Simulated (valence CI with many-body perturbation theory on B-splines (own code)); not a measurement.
Results of a calculation; reference values are marked as such.
# Tl42+ in three bases

Method: relativistic CI+MBPT: three valence electrons over a frozen Dirac-Fock core [Kr], radial functions for each j: 7 s, 7 p, 8 d, 6 f, 4 g, 1 h, with the one-electron correlation potential Σ1 (screened to all orders), the two-electron term Σ2, the three-electron term Σ3, Breit, model QED; selected single and double excitations, second order for the rest, scaled by the run's own slope (own B-spline code, finite nucleus).

No measured spectrum was set against this ion. As an estimate, large intervals hold to a few tenths of a per cent, small ones and those within an open d or f shell to about a per cent. Only levels of the ground parity were solved; by the run's estimate the other parity begins above the list, which can be wrong where configurations are misplaced.

The reference run has the lowest level (4d3/2^3) J=3/2 and an ionisation energy of 2076.30 eV. Its largest variational space holds 4912 state functions.

Levels are named by their leading jj configuration (3d3/2^4 stands for four electrons in 3d with j = 3/2), which in mixed levels can hold well under half, so a name can repeat and another be missing. Letters in brackets count levels of one name in rising energy.

Changed runs:
A. basis 6 s, 6 p, 5 d, 5 f, 1 g
B. basis 5 s, 5 p, 4 d, 4 f

Excitation energies of the reference run in cm⁻¹, and shifts in cm⁻¹:

```
                    Level  Reference       A      B
(4d3/2^2 4d5/2) J=5/2 [a]     211386    -168   -503
    (4d3/2^2 4d5/2) J=3/2     232241    -124   -100
    (4d3/2^2 4d5/2) J=7/2     248548     -31    +89
    (4d3/2^2 4d5/2) J=9/2     249858    +5.5   +257
    (4d3/2^2 4d5/2) J=1/2     251452     -75   +173
(4d3/2^2 4d5/2) J=5/2 [b]     330832     +70   +701
(4d3/2 4d5/2^2) J=7/2 [a]     455261    -147   -365
    (4d3/2 4d5/2^2) J=9/2     472835    -118   -153
(4d3/2 4d5/2^2) J=3/2 [a]     487873     -70    -43
    (4d3/2 4d5/2^2) J=1/2     498532     -33   +346
(4d3/2 4d5/2^2) J=5/2 [a]     502698     -74   +166
   (4d3/2 4d5/2^2) J=11/2     507337    +5.1   +468
   Ionisation energy (eV)    2076.30  -0.045  -0.12
```
